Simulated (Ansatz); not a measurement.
Isolated molecules relaxed with PBE0-D4/def2-TZVP in Ansatz; ΔE leaves out vibrations. CCSD(T)/CBS is the MP2 limit (def2-TZVPP, def2-QZVPP) plus CCSD(T) − MP2 in def2-TZVPP, frozen cores. This one scheme is used for every species. Functionals use def2-TZVPP. B3LYP here is the variant with VWN-RPA as its local correlation; programs differ in this. Each species was taken in one conformer, which may not be the lowest.

Consider the ligand exchange at the Si–S bond: `N[SiH](S)Cl` + `N[SiH](N)F` → `N[Si@H](F)N[Si@@H](N)Cl` + H₂S.

```
             level  ΔE (kJ/mol)  difference from CCSD(T)/CBS
            PBE-D4          0.1                         10.3
         r2SCAN-D4         -6.2                          4.0
           PBE0-D4         -3.8                          6.4
          B3LYP-D4        -11.5                         -1.3
           ωB97X-V         -9.7                          0.5
           ωB97M-V        -10.5                         -0.3
            B2PLYP         -7.9                          2.3
               PBE          4.8                         15.0
            r2SCAN         -4.1                          6.1
              PBE0          0.7                         10.9
             B3LYP         -4.6                          5.6
     HF/def2-TZVPP        -15.6                         -5.4
    MP2/def2-TZVPP        -10.9                         -0.7
SCS-MP2/def2-TZVPP        -13.3                         -3.1
   CCSD/def2-TZVPP        -15.7                         -5.5
CCSD(T)/def2-TZVPP        -14.6                         -4.4
     HF/def2-QZVPP        -16.6                         -6.4
    MP2/def2-QZVPP         -8.6                          1.6
SCS-MP2/def2-QZVPP        -11.1                         -0.9
      HF/CBS(def2)        -16.7                         -6.5
     MP2/CBS(def2)         -6.4                          3.8
    CCSD/CBS(def2)        -11.3                         -1.1
       CCSD(T)/CBS        -10.2                            0
```

Largest T1 diagnostic among the species: 0.010.

The D4 term adds −6.9 kJ/mol with B3LYP and −4.5 kJ/mol with PBE0; it sums over pairs of atoms, weighted by their polarisabilities, and B3LYP, whose exchange is more repulsive, gets the larger term. From PBE to PBE0 (25 % exact exchange), in def2-TZVPP and without D4, ΔE moves by −4.0 kJ/mol.
